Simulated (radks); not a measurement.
The numbers below are computed, except where a source is named.
Species: the europium ion Eu+. Configuration: [Xe] 4f6.5 5d0.5 6s1 (fractional occupations, a model configuration).

Level of theory: scalar-relativistic Kohn-Sham, LDA (Slater exchange, Perdew-Wang correlation), spin-polarised, spherical densities, finite nucleus; open shells are filled with parallel spins first (spin-orbit coupling, left out, can overturn this in heavy ions); Fermi nuclear charge, rms radius 5.1115 fm (a radial shooting solver on a logarithmic mesh with Libxc functionals).

Energy parts (hartree):
total: -10835.9276
kinetic: 11604.4506
electron-nucleus: -26398.4235
Hartree: 4192.6621
exchange-correlation: -234.6167

Orbitals (lengths in bohr, moments of r in powers of bohr; <r^-3> diverges for s and p1/2; r(max) is where P^2 peaks):
orbital  occ.  eigenvalue (hartree)      <r^4>   r(max)  <r^-3>
1s up       1             -1775.903  1.229e-06  0.01421       -
1s down     1             -1775.902  1.229e-06  0.01421       -
2s up       1             -291.9389  0.0001966  0.08063       -
2s down     1             -291.9351  0.0001966  0.08063       -
2p up       3             -260.2900  0.0001461  0.06514   10770
2p down     3             -260.2872  0.0001461  0.06514   10770
3s up       1             -64.51628   0.007690   0.2292       -
3s down     1             -64.43101   0.007665   0.2291       -
3p up       3             -54.66285   0.008044   0.2247    2240
3p down     3             -54.57830   0.008012   0.2246    2245
3d up       5             -41.43935   0.006454   0.1838   303.5
3d down     5             -41.37297   0.006416   0.1836   304.1
4s up       1             -13.12960     0.1906   0.5275       -
4s down     1             -12.93461     0.1908   0.5272       -
4p up       3              -9.88362     0.2501   0.5504   499.6
4p down     3              -9.69001     0.2508   0.5502   499.0
4d up       5              -5.35711     0.3998   0.5729   56.32
4d down     5              -5.16649     0.4046   0.5727   56.14
4f up     6.5              -0.49048      3.644   0.5880   7.212
4f down     0              -0.32313      5.863   0.5912   6.842
5s up       1              -1.97952      6.503    1.222       -
5s down     1              -1.87020      6.878    1.233       -
5p up       3              -1.19068      13.19    1.385   68.80
5p down     3              -1.10316      14.17    1.405   65.04
5d up     0.5              -0.31287      127.9    2.007   3.049
5d down     0              -0.25940      161.7    2.065   2.722
6s up       1              -0.34985      342.0    3.264       -
6s down     0              -0.30445      411.2    3.338       -

The highest occupied level is 5d up at -8.514 eV. The configuration is held as typed, so some empty levels lie below it. The electron density at the nucleus is 6.032e+05 e/bohr^3 (large components only).
